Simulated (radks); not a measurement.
Xe26+, configuration [Ar] 3d10.

All-electron calculation, Dirac Kohn-Sham, exchange-only PBE, spin-unpolarised, spherical densities, finite nucleus; Fermi nuclear charge, rms radius 4.7859 fm. Program: a radial shooting solver on a logarithmic mesh with Libxc functionals.

Energy parts (eV):
part                   energy
total             -193698.023
kinetic            206205.910
electron-nucleus  -445220.443
Hartree             49583.194
exchange            -4266.684

Orbitals (lengths in bohr, moments of r in powers of bohr; <r^-3> diverges for s and p1/2; r(90%) holds 90 % of the orbital's charge):
orbital,occ.,eigenvalue (eV),r(90%),<r^2>,<r^-3>,<1/r>
1s1/2,2,-35219.54,0.0480,0.0009635,-,58.12
2s1/2,2,-6192.195,0.177,0.01536,-,13.62
2p1/2,2,-5874.327,0.157,0.01133,-,13.60
2p3/2,4,-5548.012,0.165,0.01260,5597,12.50
3s1/2,2,-1890.361,0.441,0.1034,-,4.953
3p1/2,2,-1758.732,0.435,0.09756,-,4.871
3p3/2,4,-1694.127,0.450,0.1047,1135,4.601
3d3/2,4,-1465.546,0.421,0.08558,185.1,4.469
3d5/2,6,-1451.567,0.425,0.08758,170.8,4.400
4s1/2,0,-878.1601,0.874,0.4300,-,2.346
4p1/2,0,-826.1091,0.887,0.4377,-,2.287
4p3/2,0,-806.5356,0.908,0.4592,348.9,2.204

The highest occupied level is 3d5/2 at -1451.6 eV. The density falls to 0.001 e/bohr^3 at r = 0.96 bohr.
